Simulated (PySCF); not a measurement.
Species: C5H6NO2 (doublet state).
Cartesian coordinates in Å at the GFN2-xTB level; atoms count from 1:
```
atom  x, y, z in Å
C1    -3.090   -0.658    0.285
C2    -2.081    0.113    0.679
O3    -0.830   -0.086    0.216
C4     0.168    0.683    0.629
C5     1.459    0.512    0.151
N6     1.771   -0.425   -0.698
C7     2.921   -0.532   -1.385
O8     3.516    0.361   -1.945
H9    -4.084   -0.496    0.654
H10   -2.930   -1.458   -0.415
H11   -2.208    0.930    1.384
H12   -0.050    1.463    1.353
H13    2.220    1.178    0.563
H14    3.215   -1.595   -1.493
```

The hyperfine couplings belong to this conformer and change with its torsions.

Identity: `C=CO/C=C\[N]C=O` [radical].

Computed with PySCF 2.14.0, UKS B3LYP, pcH-1 on C H N O, non-relativistic, mean-field spin-orbit, GIAO. The structure is a single GFN2-xTB conformer in the gas phase; no vibrational or solvent corrections. Couplings are sensitive to structure, and on GFN2-xTB geometries they can be far from those on DFT ones. The frame is twisted about the N6–C7 bond at this geometry (dihedral C5–N6–C7–O8 = -43°); couplings at other torsion angles weren't computed. Stability of the SCF solution: not tested.

Problem. What is the g tensor, term by term?

Solution. 
| Δg (ppm) | 1 | 2 | 3 |
| --- | --- | --- | --- |
| relativistic mass correction | -223 | -223 | -223 |
| gauge correction | 18 | 41 | 31 |
| orbital Zeeman/spin–orbit | 722 | 1102 | 3814 |
| total | 516 | 920 | 3621 |

So g = 2.00284, 2.00324, 2.00594 and g_iso = 2.00401; the tensor is close to axial: the two nearest values differ by 13 % of g3 − g1. Axes: g3 points within 10° of the N6–C7 bond.

Problem. What effective moment and Curie constant follow for a powder?

Solution. With the mean of g² = 4.0160 and S(S+1) = 0.75: μ_eff = √(⟨g²⟩S(S+1)) = 1.736 μB and χT = 0.12505·⟨g²⟩·S(S+1) = 0.377 cm³ K/mol (cgs; spin-Hamiltonian part alone).

Problem. At 9.621 GHz, how far is the centre of the isotropic spectrum from where a free electron (g = 2.002319) resonates?

Solution. B = hν/(g μB) with μB/h = 13.99624 MHz/mT gives 343.30 mT for the free electron and 343.01 mT at g_iso, 0.29 mT lower.

Problem. In a frozen sample, at which fields do the three g values resonate at 9.5, 34, 94 and 263 GHz (hyperfine left aside), and which band first spreads them over more than twice a line width of 1.0 mT?

Solution. 
```
band    GHz  B(g3) mT  B(g2) mT  B(g1) mT  spread mT
   X    9.5    338.37    338.83    338.90       0.52
   Q   34.0   1211.01   1212.65   1212.89       1.88
   W   94.0   3348.10   3352.61   3353.29       5.19
   J  263.0   9367.55   9380.18   9382.07      14.52
```

The spread grows in proportion to the frequency. W band is the first where it exceeds 2.0 mT.

The Mulliken spin populations are largest on C4 (+0.52), N6 (+0.40), O3 (+0.10) and C1 (+0.10). The angles at C4 add up to 360.0°, so it is planar.

The HOMO–LUMO gaps are 5.39 eV among the α and 3.28 eV among the β orbitals.

The SMILES draws the unpaired electron on N6; the largest computed Mulliken spin population is on C4 (0.52 against 0.40).
